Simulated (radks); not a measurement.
Problem. These are the eigenvalues of the occupied orbitals of an atom or ion with whole-number occupations (eV). Method: scalar-relativistic Kohn-Sham, r2SCAN, spin-unpolarised, spherical densities, finite nucleus; meta-GGA in the generalised Kohn-Sham scheme; Fermi nuclear charge, rms radius of each element as measured or else 0.836 A^(1/3) + 0.57 fm; computed with a radial shooting solver on a logarithmic mesh with Libxc functionals.

| orbital | eigenvalue |
|---|---|
| 1s | -5496.430 |
| 2s | -721.3339 |
| 2p | -619.4198 |
| 3s | -170.0753 |
| 3p | -141.2255 |

Which element is it, and in what charge state? The configuration may be excited.

Solution. Z = 23, vanadium, charge +6: V6+ in [Ne] 3s2 3p5. The list shows which subshells hold electrons but not how many an open one holds; the 1s level, -201.99 hartree, gives Z - s = 20.1 by -(Z - s)^2/2, which with screening and relativity narrows Z to a few neighbours, and the depths of the outer levels then fix element, charge and occupations together.
